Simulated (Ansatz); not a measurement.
Reaction (redistribution): `[SnH3][SnH3]` + `N[SiH2]S[SiH3]` → `[SiH3][S][SnH3]` + `N[SiH2][SnH3]`

Program: Ansatz. Geometries: PBE0-D4/def2-TZVP. ΔE: electronic, gas phase. CBS: MP2 limit from def2 TZ/QZ plus the TZ coupled-cluster correction, frozen cores. Functionals use def2-TZVPP. Elements past krypton have def2 core potentials. For Sn outer-core shells are correlated without core-valence functions, which leaves a few kJ/mol of doubt a bond. One conformer a species, not always the lowest.

`[SnH3][SnH3]`:

Z-matrix (Å, degrees):
```
Sn
Sn 1 2.767
H 1 1.707 2 110.6
H 1 1.707 2 110.6 3 120.0
H 1 1.708 2 110.6 3 -120.0
H 2 1.707 1 110.6 3 -179.4
H 2 1.707 1 110.6 3 -59.4
H 2 1.708 1 110.6 3 60.6
```

`N[SiH2]S[SiH3]`:

Z-matrix (Å, degrees):
```
Si
S 1 2.154
N 1 1.707 2 113.7
H 1 1.486 2 106.2 3 -121.3
H 1 1.482 2 109.3 3 119.0
Si 2 2.132 1 97.2 3 145.8
H 3 1.007 1 120.7 2 -60.2
H 3 1.007 1 119.6 2 85.1
H 6 1.483 2 106.5 1 172.1
H 6 1.485 2 111.2 1 -68.4
H 6 1.486 2 111.3 1 52.8
```

`[SiH3][S][SnH3]`:

Z-matrix (Å, degrees):
```
Si
S 1 2.129
H 1 1.483 2 106.8
H 1 1.487 2 111.4 3 119.7
H 1 1.487 2 111.4 3 -119.7
Sn 2 2.408 1 98.6 3 -179.8
H 6 1.701 2 105.1 1 180.0
H 6 1.705 2 108.7 1 60.1
H 6 1.705 2 108.7 1 -60.1
```

`N[SiH2][SnH3]`:

Z-matrix (Å, degrees):
```
Si
Sn 1 2.563
N 1 1.724 2 108.1
H 1 1.496 2 108.4 3 -126.1
H 1 1.487 2 110.6 3 117.4
H 2 1.709 1 111.7 3 167.6
H 2 1.712 1 110.3 3 48.2
H 2 1.708 1 111.9 3 -71.3
H 3 1.008 1 119.5 2 167.3
H 3 1.007 1 119.8 2 -50.1
```

| level | ΔE (kcal/mol) |
| --- | --- |
| B2PLYP | 13.1 |
| HF/def2-TZVPP | 12.7 |
| CCSD(T)/def2-TZVPP | 12.5 |
| CCSD/CBS(def2) | 12.8 |

Q: What does CCSD(T)/CBS give? (An estimate is asked.)

A: Computed: +12.7 kcal/mol. The listed levels differ from it by 0.4, 0.0, -0.2, 0.1 kcal/mol.

Largest T1 diagnostic among the species: 0.013.
